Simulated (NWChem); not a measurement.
System: BSiH4O3F; SMILES OB(O)O[SiH2]F

```xyz
10

Si    -0.2188    -1.3776    -0.4656
F      0.2107    -2.2097     0.8708
O      0.4919     0.1216    -0.4373
B      0.1026     1.3790     0.0406
O      1.0394     2.3683     0.1365
O     -1.1791     1.6846     0.4141
H     -1.7160    -1.2378    -0.4355
H      0.2828    -2.1166    -1.6588
H      1.9118     2.0357    -0.1364
H     -1.7993     0.9459     0.2933
```
Atoms are numbered in this order, from 1.

Results from NWChem. Pople sets run with spherical d functions. The geometry was optimised at PBE-D3(BJ)/def2-SVP.

```tsv
atom	ESP charge (e)	Mulliken charge (e)
Si1	1.020	1.30
F2	-0.366	-0.53
O3	-0.705	-0.81
B4	1.027	0.96
O5	-0.730	-0.74
O6	-0.743	-0.76
H7	-0.191	-0.20
H8	-0.151	-0.15
H9	0.418	0.46
H10	0.421	0.46
```

Find the dipole moment that each set of point charges gives, and compare with the Hartree-Fock/6-31G* density's own.


1. μ = Σ q r × 4.8032 D/(e Å). ESP charges give (-0.47, -2.12, -2.17) D, of length 3.07 D.
2. Mulliken charges give (-1.04, -2.35, -3.28) D, of length 4.2 D.
3. The density's dipole is 2.94 D: the ESP set is off by 0.13 D in length and the Mulliken set by 1.2 D. ESP charges are fitted to the potential outside the molecule; Mulliken charges are a partition of the basis functions.
